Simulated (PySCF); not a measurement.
How methods differ on the ionisation energy of Sm³⁷⁺

Sm³⁷⁺ [Ar] 3d7 (4F) → Sm³⁸⁺ [Ar] 3d6 (5D), as a difference of total energies. Calculation: PySCF 2.14, in an even-tempered Gaussian basis (17 s from 6.2 bohr⁻², ratio 2.5; 11 p from 8.1 bohr⁻², ratio 2.5; 8 d from 8.1 bohr⁻², ratio 2.5; 4 f from 35 bohr⁻², ratio 2.7; 3 g from 52 bohr⁻², ratio 2.7); the non-relativistic Hamiltonian (point nucleus). Correlated levels: outer shells: [Ne] frozen; virtual orbitals above 40 to 60 times the deepest correlated orbital energy dropped. The calculations carry no spin-orbit coupling.

| method | ionisation energy (eV) |
| --- | --- |
| UHF | 2681.9 |
| LDA | 2682.1 |
| PBE | 2682.8 |
| PBE0 | 2683.1 |
| r2SCAN | 2684.4 |
| BHandHLYP | 2683.3 |
| SCS-MP2 (outer shells) | 2683.2 |

Task: Estimate what MP2 (outer shells) gives.

Result: 2683.0 eV, closest to PBE0 among the rows shown.

Task: Estimate what r2SCAN0 gives.

Result: 2684.3 eV, closest to r2SCAN among the rows shown.

Spin-orbit coupling is strong in these open shells (close to jj coupling). The scalar numbers leave it out and a first-order estimate fails, so it can dominate the gap to the real levels.

All relativistic terms are absent from these numbers, so their closeness to the reference says little about the methods.

For comparison: 2676 ± 4 eV (theoretical estimate listed by NIST; NIST Atomic Spectra Database, ionization energies).
